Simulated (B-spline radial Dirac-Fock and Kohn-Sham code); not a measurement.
# Scattering functions of W⁴⁶⁺

System: W⁴⁶⁺ in the configuration 1s2 2s2 2p6 3s2 3p6 3d10.

Input file task.json (cfg lists n, l and occupation; rrms is the nuclear radius in fm):

```json
{"items": [{
  "Z": 74,
  "q": 46,
  "cfg": [[1, 0, 2], [2, 0, 2], [2, 1, 6], [3, 0, 2], [3, 1, 6], [3, 2, 10]],
  "A": 184,
  "rrms": 5.3658,
  "do": ["scatter"],
  "s": [0.0, 0.05, 0.06, 0.08, 0.09, 0.11, 0.14, 0.17, 0.2, 0.25, 0.3, 0.36, 0.44, 0.53, 0.64, 0.78, 0.94, 1.14, 1.38, 1.67, 2.03, 2.46, 2.97],
  "pz": [0, 0.1, 0.14, 0.19, 0.27, 0.37, 0.52, 0.73, 1.0, 1.4, 2.0, 2.7, 3.8, 5.3, 7.3, 10.0, 14.0, 20.0, 28.0, 38.0, 53.0],
  "hv_scatter": [1000, 2000, 8047.8, 30000, 50000, 100000, 200000, 1000000]
}]}
```

Launch: `python xray_run.py task.json out`

These are calculated numbers from a B-spline atomic structure program; the model is relativistic Hartree-Fock (Dirac-Fock) wave functions, averaged over the configuration. f₀ is the Fourier transform of the spherical electron density, S the Waller-Hartree incoherent function, and s = sin θ/λ.

```
s (Å⁻¹)      f₀       S
      0  28.000   0.000
   0.05  27.986   0.012
   0.06  27.980   0.017
   0.08  27.964   0.030
   0.09  27.954   0.038
   0.11  27.932   0.057
   0.14  27.890   0.092
   0.17  27.838   0.135
    0.2  27.776   0.186
   0.25  27.650   0.290
    0.3  27.498   0.416
   0.36  27.282   0.595
   0.44  26.936   0.879
   0.53  26.474   1.256
   0.64  25.813   1.793
   0.78  24.835   2.579
   0.94  23.564   3.586
   1.14  21.810   4.953
   1.38  19.579   6.660
   1.67  16.885   8.692
   2.03  13.812  11.018
   2.46  10.812  13.409
   2.97   8.300  15.719
```

f₀ starts at the number of electrons, 28, and has fallen to half at s ≈ 2.01 Å⁻¹. The sum of ⟨r²⟩ over the electrons is 0.7654 bohr².
